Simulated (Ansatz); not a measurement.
`FC[Si]1(F)CC1` → `F[SiH]1CC1` + `[CH]F` at 600 K and 1 bar (formal loss of a carbene).

Program: Ansatz. Geometries: PBE0-D4/def2-TZVP. ΔE: electronic, gas phase. CCSD(T)/CBS is the MP2 limit (def2-TZVPP, def2-QZVPP) plus CCSD(T) − MP2 in def2-TZVPP, frozen cores. This one scheme is used for every species. Each species was taken in one conformer, which may not be the lowest.

| species | CCSD(T)/CBS energy (Eh) | H − E (kJ/mol) | S (J/(mol·K)) |
| --- | --- | --- | --- |
| `FC[Si]1(F)CC1` | -606.45073 | 294.5 | 457.7 |
| `F[SiH]1CC1` | -468.00632 | 217.4 | 367.8 |
| `[CH]F` | -138.29972 | 54.0 | 249.2 |

H − E and S are ideal-gas, rigid-rotor, harmonic terms from PBE0-D4/def2-TZVP, for one conformer and one mirror image of each species. 1 Eh = 2625.50 kJ/mol, R = 8.31446 J/(mol·K).

Problem. By hand: ΔE, ΔH, ΔS and ΔG.

Solution. ΔE = (-468.00632) + (-138.29972) − (-606.45073) = 0.14469 Eh = 379.9 kJ/mol. Δ(H − E) = 217.4 + 54.0 − 294.5 = -23.1, so ΔH = 356.8 kJ/mol. ΔS = 367.8 + 249.2 − 457.7 = 159.3 J/(mol·K). ΔG = 356.8 − 600 × (159.3)/1000 = 261.2 kJ/mol.

Problem. By hand: the equilibrium constant, and the temperature at which ΔG would vanish if ΔH and ΔS stayed fixed.

Solution. log₁₀ K = −ΔG/(RT ln 10) = -22.7. ΔG = 0 at ΔH/ΔS = 2240 K.

The number of gas molecules changes by +1, which sets the sign of ΔS. A doubt of 5 kJ/mol in ΔE shifts log₁₀ K by 0.4 here. Other conformers and mirror images would add mixing entropy, several J/(mol·K) or more a flexible species. These are equilibria of isolated gas molecules and say nothing of rates. Largest T1 diagnostic: 0.018 (customary marks: 0.02 for closed shells, 0.045 for open ones).
